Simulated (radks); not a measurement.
Results of a calculation; reference values are marked as such.
Q: Ionisation of the thallium ion Tl2+, [Xe] 4f14 5d10 6s1, to [Xe] 4f14 5d10 as the strength of local exchange is varied. Level of theory: Dirac Kohn-Sham, Slater X-alpha exchange (alpha = 2/3 is LDA exchange), no correlation, spin-unpolarised, spherical densities, finite nucleus; Fermi nuclear charge, rms radius 5.4759 fm (a radial shooting solver on a logarithmic mesh with Libxc functionals).

| alpha | E(Tl2+) (hartree) | exchange (hartree) | IE (eV) | -e of the level emptied (eV) | <r> of it (bohr) |
|---|---|---|---|---|---|
| 0.667 | -20263.3146 | -361.9268 | 29.292 | 24.518 (6s1/2) | 2.283 |
| 0.743 | -20304.5972 | -404.0181 | 30.176 | 25.382 (6s1/2) | 2.254 |
| 0.748 | -20307.3162 | -406.7934 | 30.235 | 25.440 (6s1/2) | 2.252 |
| 0.772 | -20320.3728 | -420.1251 | 30.516 | 25.716 (6s1/2) | 2.243 |
| 0.875 | -20376.5057 | -477.5372 | 31.737 | 26.914 (6s1/2) | 2.205 |
| ? | -20292.6380 | -391.8159 | 29.919 | 25.131 (6s1/2) | 2.262 |

Which alpha was used in the last row?

A: alpha = 0.721. NIST Atomic Spectra Database: 29.852 eV (measured). The Delta-SCF value meets it near alpha = 0.72. Spin polarisation and multiplet splitting are left out, so open shells lie too high by an amount that depends on their filling.

Beside tabulated values, note that spin-unpolarised runs miss the spin-polarisation part of the exchange energy of open shells.
